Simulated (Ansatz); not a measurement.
Molecule: sum formula SiN$_{3}$H$_{6}$Cl, charge 0, multiplicity 1. 
Coordinates optimised at B3LYP-D3(BJ)/def2-TZVP (Ansatz, a quantum-chemistry and plane-wave program):
```xyz
11

N     -0.9994    -1.1121    -1.0915
Si     0.0764    -0.0184    -0.3508
N     -0.1028     1.5337    -1.0298
N      1.6812    -0.5599    -0.5356
Cl    -0.3703     0.0886     1.7002
H     -1.9472    -1.2293    -0.7727
H     -0.6320    -1.9476    -1.5160
H     -0.7972     1.6777    -1.7443
H      0.0884     2.3723    -0.5066
H      2.1056    -1.2047     0.1108
H      2.3560     0.0515    -0.9648
```
Charge 0, spin multiplicity 1.

Wanted: atomisation energy (electronic, to ground-state atoms), in eV. Correlated levels leave the core frozen unless marked. UHF or UKS for open shells. No spin-orbit coupling. Non-relativistic. The coupled-cluster limit lacks core correlation, which all-electron functionals hold. Basis-set limits of correlation are two-point, X^-3; Hartree-Fock from the larger set.

```
level                          program  atomisation energy (eV)
----------------------  --------------  -----------------------
HF/STO-3G                       Ansatz                    28.59
PBE/def2-TZVPD                  Ansatz                    41.03
PBE-D3(BJ)/def2-TZVPD   Ansatz + dftd3                    41.30
BLYP-D3(BJ)/def2-TZVPD  Ansatz + dftd3                    40.73
```

Question: What does CCSD(T)/CBS(aug-cc-pV(T+d)Z,aug-cc-pV(Q+d)Z) (Ansatz) give?

Answer: 40.76 eV
